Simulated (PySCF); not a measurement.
# How methods differ on the ionisation energy of C⁺

C⁺ [He] 2s2 2p1 (2P) → C²⁺ [He] 2s2 (1S), as a difference of total energies. Calculation: PySCF 2.14, in dyall-av3z (15s9p3d2f, 71 functions); the spin-free X2C one-electron Hamiltonian (Gaussian nucleus). Correlated levels: valence: 1s2 frozen; virtual orbitals above 40 to 60 times the deepest correlated orbital energy dropped. The calculations carry no spin-orbit coupling.

```tsv
method	ionisation energy (eV)	plus first-order spin-orbit estimate	error of that sum (eV)
UHF	24.167	24.173	-0.210
MP2 (valence)	24.380	24.386	+0.003
SCS-MP2 (valence)	24.337	24.342	-0.041
CCSD (valence)	24.214	24.220	-0.163
CCSD(T) (valence)	24.247	24.252	-0.131
```

Reference: 24.383 eV (measured; NIST Atomic Spectra Database, ionization energies).

A first-order spin-orbit estimate (lowest level to lowest level, LS coupling) adds 0.005 eV.

Errors of the correlated levels include the incompleteness of this basis and the frozen core.

The coupled-cluster amplitudes are large for C²⁺ (T1 above 0.03 or a double amplitude above 0.15), so a single reference is strained.
